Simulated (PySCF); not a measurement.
What does the PBE/6-31+G* structure of `Oc1cccpc1` look like in three dimensions?

Z-matrix in Å and degrees, rows numbered from 1:
```
O 
C   1  1.3766
C   2  1.4100  1  120.92
C   3  1.4025  2  122.64  1   179.87
C   4  1.4012  3  123.75  2    -0.01
P   5  1.7531  4  124.71  3     0.13
C   2  1.4032  1  116.22  3  -179.98
H   1  0.9802  2  109.25  3    -0.07
H   3  1.0980  2  118.72  1    -0.10
H   4  1.0979  3  117.44  2   180.00
H   5  1.0967  4  118.27  3  -179.99
H   7  1.0968  2  116.80  1     0.05
```

The 7 heavy atoms lie in one plane (0.001 Å rms). The 6-membered ring C2–C3–C4–C5–P6–C7 has internal angles of 100.6° to 125.4°; it is planar, 0.00 Å rms from its mean plane, widest ring torsion 0°. Of the pairs four or more bonds apart, H8···H9 is among the closest relative to their van der Waals radii: 2.24 Å, 93 % of the sum of Bondi's values.

Method used: PBE/6-31+G* geometry optimisation, gas phase (PySCF).

Point group: Cs (every atom within 0.08 Å of its image). Not checked by PBE/6-31+G* frequencies. The numbers are those of one conformer (H–O1–C2–C3 0°).
